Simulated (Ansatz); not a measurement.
Species: C2H5F2Si (charge 0, doublet). It need not be the lowest isomer of its formula. SMILES: F[Si]([CH2])(F)C
Geometry from a B3LYP-D3(BJ)/def2-TZVP (Ansatz, a first-principles code) optimisation:
```
Si
F 1 1.6000
F 1 1.6001 2 106.85
C 1 1.8288 2 108.47 3 116.85
H 4 1.0839 1 122.55 2 31.53
H 4 1.0840 5 114.89 1 -178.28
C 1 1.8491 2 108.48 3 -116.68
H 7 1.0916 1 110.82 2 -62.02
H 7 1.0916 8 108.11 1 121.61
H 7 1.0921 8 108.27 9 117.07
```
Charge 0, spin multiplicity 2.

Parts of the frozen-core correlation energy in STO-3G (Ansatz, hartree). Frozen orbitals: 9; correlated occupied orbitals by spin: 16 and 15; virtual: 9 and 10. UHF or UKS for open shells. Spin-orbit coupling is left out. Non-relativistic.

```tsv
term	value
reference (HF)	-559.42801
MP2 opposite-spin	(withheld)
MP2 same-spin	(withheld)
CCSD correlation	(withheld)
(T)	-0.00415
T1 diagnostic	0.009
largest doubles amplitude	0.033
<S^2> of the reference	0.766
```

Problem. What belongs in the gaps?

Solution. 
- MP2 opposite-spin, value: -0.12846
- MP2 same-spin, value: -0.01782
- CCSD correlation, value: -0.19285
